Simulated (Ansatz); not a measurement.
BClH (SMILES [BH]Cl), charge 0, multiplicity 2, relaxed at each level with Ansatz (a program for electronic structure); harmonic frequencies from differences of analytic forces, average atomic masses, frozen cores. Open shells are unrestricted.

Task: Give the equilibrium geometry, the harmonic frequencies and the zero-point energy at MP2/cc-pV(T+d)Z.

Result: 
(charge 0, multiplicity 2):
```xyz
3

B     -1.143     0.484     0.040
Cl     0.457    -0.131    -0.011
H     -2.109    -0.202    -0.020
```
Frequencies (cm⁻¹): 864, 936, 2701. Zero-point energy 6.43 kcal/mol.

Task: Give the equilibrium geometry, the harmonic frequencies and the zero-point energy at CCSD(T)/cc-pV(T+d)Z.

Result: 
(charge 0, multiplicity 2):
```xyz
3

B     -1.14330     0.48536     0.03991
Cl     0.46151    -0.13125    -0.01062
H     -2.11322    -0.20315    -0.01966
```
Frequencies (cm⁻¹): 851, 922, 2644. Zero-point energy 6.31 kcal/mol.
